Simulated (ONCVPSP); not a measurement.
Cutoff test, chlorine (Cl), ONCV

Cl (Z = 17), optimised norm-conserving Vanderbilt (ONCV), made with ONCVPSP 4.0.1 (PBEsol, non-relativistic). Core [He], reference 2s2 2p6 3s2 3p5. Waves: 2s+3s: rc 0.80 bohr, ncon 4, nbas 8, qcut 19.3 1/bohr, 2 projectors; 2p+3p: rc 0.80 bohr, ncon 4, nbas 9, qcut 16.6 1/bohr, 2 projectors; d scattering state at 0.02 Ha: rc 0.65 bohr, ncon 4, nbas 7, qcut 12.3 1/bohr, 1 projector. Local part: polynomial inside 0.60 bohr (lpopt 4, dvloc0 2 Ha). Core correction: none.

Q: For each optimised wave give the share of its norm inside rc, the residual kinetic energy above qcut (Ha) and the cutoffs (Ha) for errors of 10, 1, 0.1 and 0.01 mHa per electron.

A:

```tsv
wave	norm inside rc	residual KE	10 mHa	1 mHa	0.1 mHa	0.01 mHa
2s	0.950	2.5e-08	37.8	78.0	106.9	127.1
3s	0.069	4.4e-09	31.6	78.8	112.5	136.4
2p	0.953	6.0e-05	103.6	119.8	133.6	397.8
3p	0.050	4.7e-05	91.7	113.9	131.5	252.4
d projector 1	0.000	6.9e-04	0.0	0.5	not reached	not reached
```

The occupied waves need 120 Ha and 134 Ha for 1 and 0.1 mHa. Rows with under 1 % of the norm inside rc give no meaningful cutoff.
